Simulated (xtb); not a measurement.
CH4AlClO, SMILES [CH3][Al]([OH])[Cl]. All values are semi-empirical tight-binding results from xtb (GFN2-xTB unless named), good for trends rather than for accurate numbers. The structure is a stationary point at GFN2-xTB. One conformer was computed; it need not be the lowest.

For metal compounds this method's bond lengths and energies can be far off.

```json
{
 "orbital_gap": "4.48 eV",
 "zero_point_energy": "30.8 kcal/mol",
 "G − E(el) at 298.15 K (modified RRHO)": "11.3 kcal/mol"
}
```
